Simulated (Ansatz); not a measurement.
Ansatz (an electronic-structure program) input (B3LYP/6-31G* with LANL2DZ past Ar): The .json file joins the Basis Set Exchange's 6-31G* for atoms up to Ar and LANL2DZ past it.

Ansatz 0.2 input:
```yaml
crystal:
  periodic: [false, false, false]
  atoms:
    - {symbol: Se, position_ang: [-0.00125752, 0.05771954, 0.00094989]}
    - {symbol: H, position_ang: [-1.05711061, -1.00478216, -0.01292201]}
    - {symbol: H, position_ang: [1.09986644, -0.95768234, -0.01937413]}
basis:
  gaussian:
    orbitals: 6-31Gs+LANL2DZ.json
hamiltonian:
  xc: {name: B3LYP}
phonons: {temperatures: {t_min: 298.15, t_max: 298.15, t_step: 100}}
```

Output:

```
Functional definition: B3LYP
integrals: 0.00 GiB planned
215 factors; integrals over basis functions are off by at most 1.4e-4 eV
mean field: 0.04 GiB planned
mean field evaluation 1: about -282.9978 eV, gradient 6.3e0 eV
mean field evaluation 2: about -283.0547 eV, gradient 5.3e0 eV
mean field evaluation 4: about -283.1732 eV, gradient 5.2e-2 eV
mean field evaluation 8: about -283.1700 eV, gradient 7.3e-4 eV
mean field -283.17004883 eV, -10.4063073551 hartree, gradient 2.2e-5 eV, S^2 0.000000; 0 other end points of the search recorded, 0 dependent functions left out
the calculation of the forces begins
reference -283.17021266 eV, -10.4063133756 hartree; 4, 4 occupied and 8, 8 virtual orbitals, 215 factors
these checks for a lower state are left out or cut short: stability, starts, cluster_reference, orbital_swaps, neighbouring_geometries, increment
integrals: 0.00 GiB planned
215 factors; integrals over basis functions are off by at most 1.4e-4 eV
mean field: 0.04 GiB planned
mean field evaluation 16: about -283.1700 eV, gradient 2.2e-6 eV
mean field -283.17000653 eV, -10.4063058005 hartree, gradient 1.8e-6 eV, S^2 0.000000; 0 other end points of the search recorded, 0 dependent functions left out
the calculation of the forces begins
reference -283.17017036 eV, -10.4063118212 hartree; 4, 4 occupied and 8, 8 virtual orbitals, 215 factors
these checks for a lower state are left out or cut short: stability, starts, cluster_reference, orbital_swaps, neighbouring_geometries, increment
integrals: 0.00 GiB planned
215 factors; integrals over basis functions are off by at most 1.4e-4 eV
mean field: 0.04 GiB planned
mean field -283.17000524 eV, -10.4063057531 hartree, gradient 1.6e-6 eV, S^2 0.000000; 0 other end points of the search recorded, 0 dependent functions left out
the calculation of the forces begins
reference -283.17016906 eV, -10.4063117733 hartree; 4, 4 occupied and 8, 8 virtual orbitals, 215 factors
these checks for a lower state are left out or cut short: stability, starts, cluster_reference, orbital_swaps, neighbouring_geometries, increment
integrals: 0.00 GiB planned
215 factors; integrals over basis functions are off by at most 1.4e-4 eV
mean field: 0.04 GiB planned
mean field evaluation 32: about -283.1700 eV, gradient 1.5e-6 eV
mean field -283.17001710 eV, -10.4063061889 hartree, gradient 1.5e-6 eV, S^2 0.000000; 0 other end points of the search recorded, 0 dependent functions left out
the calculation of the forces begins
reference -283.17018093 eV, -10.4063122095 hartree; 4, 4 occupied and 8, 8 virtual orbitals, 215 factors
these checks for a lower state are left out or cut short: stability, starts, cluster_reference, orbital_swaps, neighbouring_geometries, increment
integrals: 0.00 GiB planned
215 factors; integrals over basis functions are off by at most 1.4e-4 eV
mean field: 0.04 GiB planned
mean field -283.17001612 eV, -10.4063061530 hartree, gradient 1.6e-6 eV, S^2 0.000000; 0 other end points of the search recorded, 0 dependent functions left out
the calculation of the forces begins
reference -283.17017995 eV, -10.4063121734 hartree; 4, 4 occupied and 8, 8 virtual orbitals, 215 factors
these checks for a lower state are left out or cut short: stability, starts, cluster_reference, orbital_swaps, neighbouring_geometries, increment
integrals: 0.00 GiB planned
215 factors; integrals over basis functions are off by at most 1.4e-4 eV
mean field: 0.04 GiB planned
mean field -283.17002838 eV, -10.4063066034 hartree, gradient 1.1e-6 eV, S^2 0.000000; 0 other end points of the search recorded, 0 dependent functions left out
the calculation of the forces begins
reference -283.17019219 eV, -10.4063126232 hartree; 4, 4 occupied and 8, 8 virtual orbitals, 215 factors
these checks for a lower state are left out or cut short: stability, starts, cluster_reference, orbital_swaps, neighbouring_geometries, increment
integrals: 0.00 GiB planned
215 factors; integrals over basis functions are off by at most 1.4e-4 eV
mean field: 0.04 GiB planned
mean field -283.17003515 eV, -10.4063068523 hartree, gradient 7.8e-7 eV, S^2 0.000000; 0 other end points of the search recorded, 0 dependent functions left out
the calculation of the forces begins
reference -283.17019900 eV, -10.4063128735 hartree; 4, 4 occupied and 8, 8 virtual orbitals, 215 factors
Total energy: -283.17021266 eV, -10.4063133756 hartree
Atom 0 at    -0.001258     0.057720     0.000950 Å, force     0.000011    -0.000519    -0.000009 eV/Å
Atom 1 at    -1.057111    -1.004782    -0.012922 Å, force    -0.001918     0.000218     0.000010 eV/Å
Atom 2 at     1.099866    -0.957682    -0.019374 Å, force     0.001906     0.000301    -0.000001 eV/Å
Dipole moment:     0.005293    -0.242930    -0.003998 e Å
Vibrations: 1091.55 2256.39 2305.91 cm⁻¹, zero-point energy 0.350494 eV
```

The blocks after the first are displaced geometries, from whose forces the wavenumbers follow.
